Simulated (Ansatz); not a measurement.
System: InCl, net charge 0, triplet state. This is an excited triplet: at this geometry the singlet lies 3.24 eV lower at CCSD(T)/CBS(def2-TZVPPD,def2-QZVPPD). 
Structure (B3LYP-D3(BJ)/def2-TZVP (Ansatz, a program for electronic structure) minimum search):
SMILES: [Cl][In]
```xyz
2

In     0.0000     0.0000    -0.6188
Cl     0.0000     0.0000     1.7837
```
Charge 0, spin multiplicity 3.

Basis-set convergence of Hartree-Fock and CCSD(T) correlation energies (hartree) with Ansatz. Valence correlation only, unless marked. UHF or UKS for open shells. No spin-orbit coupling. The frozen core is the preceding noble-gas configuration, with the filled d and f shells of earlier blocks. Past Kr the def2 sets carry scalar-relativistic core potentials.

| basis | functions | E(HF) | E(corr, CCSD(T)) |
|---|---|---|---|
| def2-SVP | 44 | -648.55143 | -0.17335 |
| def2-TZVPP | 92 | -648.71706 | -0.24491 |
| def2-QZVPP | 152 | -648.73109 | -0.26766 |

Extrapolating the two largest sets (X = 3 and 4) as X^-3: E(corr) = (64·(-0.26766) - 27·(-0.24491))/37 = -0.2843 Eh, an estimate of the basis-set limit. The largest set recovers 94.2 % of it, the smallest 61.0 %.
